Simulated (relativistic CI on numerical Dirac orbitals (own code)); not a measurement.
**Ge³⁺: calculation against measurement**

Calculated at this level of theory: Dirac-Coulomb-Breit CI, separate exchange-only KLI orbitals for each configuration, model QED, valence Slater integrals scaled by 0.85, P86 correlation energy added to each configuration (own radial code, finite nucleus).

Configurations in the expansion (outside the closed core [Ar]): 3d¹⁰4s, 3d¹⁰4p, 3d¹⁰4d, 3d¹⁰4f, 3d¹⁰5s, 3d⁹4s², 3d¹⁰5p, 3d¹⁰5d, 3d¹⁰6s, 3d¹⁰6p, 3d¹⁰5f, 3d¹⁰5g, 3d⁹4p², 3d⁹4s4p, 3d¹⁰6d, 3d¹⁰7s, 3d⁸4s4p², 3d¹⁰7p, 3d¹⁰7d, 3d⁹4p4d, 3d⁹4s4d. Levels of other configurations are missing.

```
Configuration  Term (tabulated)    J  Measured (cm⁻¹)  Computed   Error  Purity (%)
       3d¹⁰4s                2S  1/2              0.0         0       0         100
       3d¹⁰4p               2P°  1/2          81311.4     80204   -1108         100
       3d¹⁰4p               2P°  3/2          84102.3     82780   -1323         100
       3d¹⁰4d                2D  3/2         190601.5    186086   -4515         100
       3d¹⁰4d                2D  5/2         190852.5    186321   -4532         100
       3d¹⁰5s                2S  1/2         199263.7    194771   -4493         100
       3d¹⁰5p               2P°  1/2         226456.7    221858   -4599         100
       3d¹⁰5p               2P°  3/2         227393.9    222722   -4672         100
       3d¹⁰4f               2F°  7/2         257492.0    254550   -2942         100
       3d¹⁰4f               2F°  5/2         257496.0    254556   -2940         100
       3d⁹4s²              2D †  5/2         259938.0    208004  -51934          97
       3d⁹4s²              2D †  3/2         264444.0    212406  -52038          97
       3d¹⁰5d                2D  3/2         267455.5    262632   -4823         100
       3d¹⁰5d                2D  5/2         267575.6    262740   -4835         100
       3d¹⁰6s                2S  1/2         270603.4    265309   -5294         100
      3d⁹4s4p               4P°  3/2         281715.0    275215   -6500          93
       3d¹⁰6p               2P°  1/2         283027.8    277776   -5252          99
       3d¹⁰6p               2P°  3/2         283461.4    278187   -5274          99
      3d⁹4s4p               4P°  1/2         284009.0    277450   -6559          95
      3d⁹4s4p               4D°  1/2         293876.0    285581   -8295          57
       3d¹⁰5f               2F°  7/2         297564.2    294247   -3318          99
       3d¹⁰6d                2D  3/2         303105.8    298014   -5092         100
       3d¹⁰6d                2D  5/2         303168.5    298069   -5099         100
       3d¹⁰7s                2S  1/2         304667.6    299428   -5239         100
       3d¹⁰7p               2P°  1/2         311342.0    306082   -5260          99
       3d¹⁰7p               2P°  3/2         311482.0    306265   -5217          98
```

Measured levels from Sugar and Musgrove, J. Phys. Chem. Ref. Data 22, 1213 (1993); pairs were made by configuration, J and term (by order where the table uses no LS term), so strongly mixed levels may be paired wrongly.

Mean error by configuration (cm⁻¹): 3d¹⁰4p -1215; 3d¹⁰4d -4524; 3d¹⁰5s -4493; 3d¹⁰5p -4635; 3d¹⁰4f -2941; 3d¹⁰5d -4829; 3d¹⁰6s -5294; 3d⁹4s4p -7118; 3d¹⁰6p -5263; 3d¹⁰5f -3318; 3d¹⁰6d -5096; 3d¹⁰7s -5239; 3d¹⁰7p -5238. Over the excited levels the mean absolute error is 4660 cm⁻¹ (25 of the 32 excited levels that our extract of the source holds in range could be paired, and the others can miss by more), and the median relative error of those above 1,000 cm⁻¹ is 1.8 %. † marks terms whose computed intervals miss the measured ones by more than a factor of 2.5, or configurations far off the rest, from wrong mixing, a near crossing or a doubtful label or measurement; they are left out of the means.
